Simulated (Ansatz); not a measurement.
A structure relaxed at PBE-D4/def2-SVP in Ansatz, charge 1, doublet:

```
atom    x (Å)    y (Å)    z (Å)
 Au1  -4.4387  -2.0610   2.7318
 Au2   2.0262   0.9643  -1.2888
 Au3   4.5438   1.6965  -2.1143
 Au4  -0.3536   0.1185  -0.2554
 Au5  -2.4713  -0.9194   1.1426
  H6   5.6607   2.1603  -3.4591
  H7  -4.8077  -2.9281   4.0232
  H8  -2.2170   0.0310  -0.2705
  H9   3.7504   0.8378  -0.9070
 H10  -0.7389  -0.8802   1.2075
 H11  -2.7176  -1.9156   2.6290
 H12   5.6103   2.8625  -2.9936
 H13  -4.1658  -0.9951   1.1286
 H14   0.3193   1.0286  -1.5741
```

Give its formula.

the cluster H9Au5⁺.

Summarise the bond lengths by kind (pairs closer than 1.2 times the sum of covalent radii, bridged metal pairs left out).

15 × Au–H 1.60 to 1.94 Å.

In the def2 sets Au takes a core potential; there is no spin–orbit coupling. In the doublet, H6 and H12 lie 0.84 Å apart (atoms count from 1), so H2 has formed as a molecule. The structure comes from a short search, and lower isomers may exist.
